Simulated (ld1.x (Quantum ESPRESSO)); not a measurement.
Configuration tests for tin (Sn) (TM semilocal)

- Element: Sn
- Generator: ld1.x (Quantum ESPRESSO) 7.5
- Type: norm-conserving Troullier–Martins (semilocal form)
- Functional: LDA (PZ)
- Relativity: scalar-relativistic
- Frozen core: [Kr] 4d10
- Valence charge: 4
- Reference configuration: 5s2 5p2
- Partial waves: 5p (bound): rc 2.35 bohr; 5d channel at 0.2 Ry: rc 1.90 bohr; 5s (bound): rc 1.55 bohr
- Local potential: the s channel
- Core correction: none

Energies are relative to the spin-unpolarised reference configuration 5s2 5p2; without spin polarisation the order of configurations can differ from experiment. Spin-polarised rows fill each open shell by Hund’s rule, majority spin first.

| valence configuration | charge | ΔE all-electron (eV) | error AE − PS (meV) |
| --- | --- | --- | --- |
| 5s2 5p1 | +1 | 7.098 | +7.7 |
| 5s2 5p0 | +2 | 21.362 | +66 |
| 5s1 5p0 | +3 | 52.813 | +322 |
| 5s1 5p3 | 0 | 7.075 | +12 |
| 5s1 5p2 | +1 | 14.833 | +21 |
| 5s0 5p4 | 0 | 14.400 | +69 |
| 5s2 5p1.5 | +0.5 | 2.716 | +1.1 |
| 5s2 5p2 (spin-polarised) | 0 | -0.475 | +80 |

Problem. What are ΔE and the potential's error for 5s2 5p1 (spin-polarised)?

Solution. ΔE = 6.945 eV all-electron; the error (AE − PS) is +41 meV.
